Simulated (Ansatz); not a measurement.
Geometry optimisation, Ansatz 0.2.0, RKS PBE0/6-31G*.

Input:

```yaml
crystal:
  periodic: [false, false, false]
  atoms:
    - { symbol: Al, position_ang: [-1.3882, -0.3333, -0.0552] }
    - { symbol: Si, position_ang: [1.2362, 0.282, -0.3556] }
    - { symbol: F, position_ang: [-1.6113, -1.8774, -0.568] }
    - { symbol: F, position_ang: [-2.3362, 0.8735, -0.6386] }
    - { symbol: H, position_ang: [-0.0585, 0.0498, 0.9808] }
    - { symbol: Cl, position_ang: [-0.9407, -0.1265, 2.4976] }
    - { symbol: H, position_ang: [1.0282, 0.6371, -1.7701] }
    - { symbol: H, position_ang: [2.0979, -0.902, -0.3315] }
    - { symbol: H, position_ang: [1.9728, 1.3968, 0.2404] }
basis:
  gaussian: { orbitals: "6-31G*" }
hamiltonian:
  xc: pbe0
relax:
  f_tol: 0.15
  max_steps: 25
  restrain:
    - { distance: [0, 5], at: 3.53, k: 30.0 }
    - { distance: [4, 1], at: 2.72, k: 30.0 }
    - { distance: [0, 1], at: 2.32, k: 30.0 }
    - { distance: [4, 5], at: 1.33, k: 30.0 }
```

Run as:

```bash
$ ansatz run input.yaml --threads 2 --pin off --max-ram 3072MiB --backend cpu --events-out ev --progress --plain --runs-dir out
```

**Question.** Where does it end, and by what steps?

**Answer.** It converged. The restraints hold the end off the free minimum. After 11 steps the energy has fallen by 0.501 eV (the restraints' own energy left out); H5 moved furthest, 1.25 Å. Parted: Al1–H5, Al1–Cl6. Joined: H5–Cl6.

```json
{"step": "0", "energy less start (eV)": "0.0000", "largest force component (eV/Å)": "1.401", "accepted": "yes"}
{"step": "1", "energy less start (eV)": "0.4034", "largest force component (eV/Å)": "1.658", "accepted": "yes"}
{"step": "2", "energy less start (eV)": "0.3635", "largest force component (eV/Å)": "2.625", "accepted": "yes"}
{"step": "3", "energy less start (eV)": "0.1450", "largest force component (eV/Å)": "2.499", "accepted": "yes"}
{"step": "4", "energy less start (eV)": "-0.0820", "largest force component (eV/Å)": "1.191", "accepted": "yes"}
{"step": "5", "energy less start (eV)": "-0.2611", "largest force component (eV/Å)": "1.108", "accepted": "yes"}
{"step": "6", "energy less start (eV)": "-0.3125", "largest force component (eV/Å)": "1.149", "accepted": "yes"}
{"step": "7", "energy less start (eV)": "-0.3903", "largest force component (eV/Å)": "0.982", "accepted": "yes"}
{"step": "8", "energy less start (eV)": "-0.4182", "largest force component (eV/Å)": "1.087", "accepted": "yes"}
{"step": "9", "energy less start (eV)": "-0.4727", "largest force component (eV/Å)": "0.976", "accepted": "yes"}
{"step": "10", "energy less start (eV)": "-0.4953", "largest force component (eV/Å)": "0.888", "accepted": "yes"}
{"step": "11", "energy less start (eV)": "-0.5007", "largest force component (eV/Å)": "0.877", "accepted": "yes"}
```

```xyz
9
Properties=species:S:1:pos:R:3
Al -1.278 -0.378 -0.739
Si 1.004 0.161 -0.613
F -1.809 -1.927 -0.961
F -2.425 0.810 -0.737
H 0.435 0.506 2.031
Cl -0.522 -0.094 2.695
H 1.542 0.730 -1.881
H 1.836 -1.014 -0.234
H 1.218 1.206 0.440
```

Whether the end is a true minimum wasn't checked by a vibrational analysis.

Run time: 84 s on 2 threads of Intel(R) Xeon(R) Platinum 8259CL CPU @ 2.50GHz (Skylake/Cascade Lake), on a shared host, peak memory 0.23 GiB.
